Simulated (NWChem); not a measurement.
AlH3SeO2; SMILES [OH][Al]([OH])[SeH]

```xyz
7

Al    -0.0127     0.9818     0.0000
O     -1.4224     1.9244     0.0000
H     -2.3338     1.6317     0.0000
O      1.5044     1.7389     0.0000
H      1.6312     2.6892     0.0000
Se    -0.0360    -1.3250     0.0000
H      1.4358    -1.3410     0.0000
```
Atoms are numbered in this order, from 1.

Computed with NWChem. All runs use the structure optimised with PBE0/def2-SVP.

Task: Taking B3LYP/aug-cc-pVTZ as the yardstick, which of these has the fewest basis functions while keeping “highest occupied level (eV)” within 0.2 eV of it: B3LYP/cc-pVDZ; B3LYP/aug-cc-pVDZ; B3LYP/cc-pVTZ?

Result: B3LYP/aug-cc-pVDZ.
```
level              basis functions  highest occupied level (eV)
-----------------  ---------------  ---------------------------
B3LYP/cc-pVDZ                   88                        -6.82
B3LYP/aug-cc-pVDZ              136                        -7.06
B3LYP/cc-pVTZ                  179                        -7.01
B3LYP/aug-cc-pVTZ              270                        -7.08
```

The yardstick is one finite set, not the basis-set limit.
